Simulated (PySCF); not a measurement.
Species: C₂H₁₁GeNSi.
Numbering: `[CH3:1][CH2:2][GeH2:3][NH:4][SiH3:5]` (hydrogens: H6, H7, H8 on C1; H9, H10 on C2; H11, H12 on Ge3; H13 on N4; H14, H15, H16 on Si5)

Cartesian coordinates in Å at the PBE0-D3(BJ)/def2-SVP level; atoms count from 1:
```xyz
16
C2H11GeNSi angstrom
C     -2.0016    0.6986   -0.3726
C     -1.2940   -0.0166    0.7701
Ge     0.1999   -1.1250    0.1633
N      1.3426   -0.1003   -0.8635
Si     2.2731    1.2687   -0.3584
H     -1.2954    1.3114   -0.9547
H     -2.7990    1.3650   -0.0074
H     -2.4651   -0.0150   -1.0727
H     -0.8870    0.7071    1.4960
H     -1.9872   -0.6630    1.3341
H      0.9609   -1.7177    1.3703
H     -0.2818   -2.2584   -0.7673
H      1.4433   -0.4122   -1.8239
H      1.8844    1.5637    1.0557
H      2.0033    2.4830   -1.1950
H      3.7539    1.0372   -0.4006
```

Level: PBE0/def2-SVPD in PySCF, non-relativistic, on one gas-phase PBE0-D3(BJ)/def2-SVP geometry that isn't relaxed in the solvent. The solvent is an IEF-PCM continuum (van der Waals radii × 1.2), and excitations are vertical TDDFT with non-equilibrium linear response and a frozen core. Only the electrostatic response of the medium enters. Spin–orbit coupling is left out although an atom past zinc is present.

Gas-phase singlets (H = HOMO, L = LUMO):

```csv
state,E (eV),λ (nm),f,leading configurations
S1,5.762,215,0.006,H→L 98%
S2,6.569,189,0.034,H→L+1 92%
S3,6.909,179,0.013,H→L+2 85%
S4,7.122,174,0.034,H→L+3 90%
S5,7.140,174,0.026,"H→L+4 69%, H→L+5 23%"
```

Problem. What are the lowest 5 singlets in cyclohexane (ε = 2.017)?

Solution. 
```json
{"state": "S1", "E (eV)": "5.773", "λ (nm)": "215", "f": "0.009", "leading configurations": "H→L 98%", "change by rank (eV)": "+0.011"}
{"state": "S2", "E (eV)": "6.550", "λ (nm)": "189", "f": "0.048", "leading configurations": "H→L+1 93%", "change by rank (eV)": "-0.019"}
{"state": "S3", "E (eV)": "6.901", "λ (nm)": "180", "f": "0.015", "leading configurations": "H→L+2 85%", "change by rank (eV)": "-0.008"}
{"state": "S4", "E (eV)": "7.080", "λ (nm)": "175", "f": "0.081", "leading configurations": "H→L+3 64%, H→L+4 26%", "change by rank (eV)": "-0.042"}
{"state": "S5", "E (eV)": "7.117", "λ (nm)": "174", "f": "0.005", "leading configurations": "H→L+4 44%, H→L+3 27%, H→L+5 15%", "change by rank (eV)": "-0.023"}
```

Problem. What are the lowest 5 singlets in dimethylsulfoxide (ε = 46.83)?

Solution. 
```
state  E (eV)  λ (nm)      f           leading configurations  change by rank (eV)
   S1   5.806     214  0.008                          H→L 98%               +0.044
   S2   6.545     189  0.052                        H→L+1 94%               -0.024
   S3   6.904     180  0.011                        H→L+2 85%               -0.005
   S4   7.053     176  0.086             H→L+3 47%, H→L+4 43%               -0.069
   S5   7.117     174  0.007  H→L+3 44%, H→L+4 34%, H→L+5 11%               -0.023
```

Problem. The ground-state energy changes by -0.078 eV from gas to dimethylsulfoxide. By how much does the total energy of gas-phase S1 change?

Solution. E(S1) = E(S0) + excitation energy, so it changes by -0.078 + 0.044 = -0.034 eV: it is lowered less than the ground state, which is what a blue shift means. This is the vertical state, with the slow part of the continuum still set for S0.

Problem. How do the frontier levels move from gas to dimethylsulfoxide?

Solution. 
```csv
orbital,gas (eV),solvent (eV),change (eV),"Löwdin shares, gas","Löwdin shares, solvent"
LUMO+2,0.96,1.08,+0.12,"Ge3 19 %, H12 14 %, Si5 11 %, C2 11 %","Ge3 19 %, Si5 18 %, H12 10 %, H11 9 %"
LUMO+1,0.60,0.71,+0.11,"Ge3 27 %, Si5 10 %, H12 10 %, C2 8 %","Ge3 24 %, Si5 17 %, H12 9 %, H11 8 %"
LUMO,0.06,0.21,+0.15,"Si5 24 %, Ge3 18 %, H13 12 %, N4 10 %","Si5 26 %, Ge3 17 %, N4 9 %, H13 8 %"
HOMO,-7.05,-6.95,+0.10,"N4 51 %, Si5 10 %, Ge3 9 %, C2 8 %","N4 50 %, Si5 10 %, Ge3 9 %, C2 8 %"
HOMO-1,-8.53,-8.38,+0.15,"C2 26 %, Ge3 19 %, C1 12 %, N4 9 %","C2 26 %, Ge3 19 %, C1 12 %, N4 10 %"
HOMO-2,-9.15,-9.03,+0.12,"Ge3 28 %, H12 22 %, H11 11 %, Si5 10 %","Ge3 29 %, H12 22 %, H11 13 %, N4 7 %"
HOMO-3,-9.32,-9.27,+0.05,"Si5 30 %, H14 24 %, H16 11 %, N4 9 %","Si5 31 %, H14 24 %, H16 10 %, N4 10 %"
```

The HOMO–LUMO gap goes from 7.11 to 7.16 eV.
